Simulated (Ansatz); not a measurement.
The same path of C$_{2}$H$_{7}$ClSi$_{2}$ (12 atoms, charge 0, multiplicity 1) was run twice with different band settings. Lost on the way: Si2–H12. The coordinate that changes most is the dihedral H9–C4–Si5–H11.

The calculation used RKS PBE0-D4/6-31G* (Ansatz 0.2.0).

Relaxed end points:

```xyz
12
Properties=species:S:1:pos:R:3
C -1.090 -0.226 1.316
Si 0.511 -0.112 0.377
Cl 2.108 -0.670 1.559
C 0.633 -0.568 -1.385
Si 0.745 1.390 -1.655
H -1.921 0.060 0.663
H -1.082 0.438 2.186
H -1.249 -1.251 1.665
H -0.256 -1.040 -1.805
H 1.542 -1.095 -1.678
H -0.746 1.587 -1.353
H 0.882 1.430 0.145
```

```xyz
12
Properties=species:S:1:pos:R:3
C -1.120 -0.498 1.571
Si 0.396 -0.104 0.553
Cl 2.122 -0.626 1.580
C 0.423 -0.550 -1.278
Si 0.538 1.372 -1.140
H -2.021 -0.225 1.011
H -1.115 0.063 2.511
H -1.161 -1.568 1.802
H -0.490 -0.968 -1.709
H 1.309 -1.051 -1.671
H 1.833 1.965 -1.561
H -0.638 2.136 -1.636
```

Common settings: spring 5.0 eV/Å²; optimiser quadratic models (default); start path through a guess of the saddle point; force threshold 0.03 eV/Å; iteration limit 60; end points relaxed.

| run | movable images | climbing image |
| --- | --- | --- |
| 1 | 9 | yes |
| 2 | 8 | no |

Q: What does each run give, and how far can it be trusted?

A: Run 1: converged after 14 iterations, highest image 1.230 eV above the first end. The profile has 2 maxima (images 2, 7) with wells between them (image 4): this band takes more than one step, which may be the mechanism or a detour left from its start path. A vibrational analysis at the climbing image gives one clearly imaginary mode, 617i cm⁻¹: a first-order saddle point.
Run 2: converged after 14 iterations, highest image 1.230 eV above the first end. The profile has 2 maxima (images 2, 6) with wells between them (image 3): this band takes more than one step, which may be the mechanism or a detour left from its start path. No image climbed, so the highest image needn't sit at the top of the path.
The orbitals stay closed-shell, which can raise the energy where a bond breaks towards radicals; this wasn't checked here.
